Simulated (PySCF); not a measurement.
C2H3O (SMILES C=C=[OH+]), charge +1, singlet, geometry from GFN2-xTB. Base run: M062X/def2-SVP (PySCF).

Here is a job for PySCF.
```python
from pyscf import gto, scf, dft, solvent

mol = gto.Mole()
mol.atom = '''
    C    -0.01166182   -0.08945283   -1.26513497
    C    -0.00757544   -0.00008331   -0.00740794
    H     0.04865840    0.76815996   -1.92812251
    H    -0.05703832   -1.03326988   -1.79977604
    O     0.10024135    0.07934483    1.19620992
    H    -0.67812734    0.16756814    1.79347667
'''
mol.basis = 'def2-svp'
mol.charge = 1
mol.verbose = 4
mol.build()

mf = dft.RKS(mol)
mf.xc = 'm062x'
mf.kernel()
```

Variants of this job, named by their change:

```csv
change,ΔE vs base (kcal/mol),HOMO-LUMO gap (eV)
base,0.000,9.04
model = IEF-PCM; solvent = acetonitrile,-68.6,9.10
model = IEF-PCM; solvent = chloroform; vdw_scale = 1.0,-66.4,9.12
model = SS(V)PE; solvent = chloroform,-53.62,9.08
model = IEF-PCM; solvent = 2-propanol,-66.9,9.09
model = IEF-PCM; solvent = chloroform; r_probe = 0.5,-44.11,9.05
model = IEF-PCM; solvent = chloroform; vdw_scale = 1.1,-60.11,9.09
model = ddCOSMO; solvent = chloroform,-51.06,9.07
model = IEF-PCM; solvent = chloroform; vdw_scale = 1.4,-48.16,9.06
model = IEF-PCM; solvent = toluene,-40.41,9.06
model = IEF-PCM; solvent = chloroform,-55.29,9.08
model = IEF-PCM; solvent = chloroform; lebedev_order = 11,-54.91,9.07
```

The base is the gas phase, so ΔE is the electrostatic part of solvation at a fixed geometry, without cavity and dispersion terms.
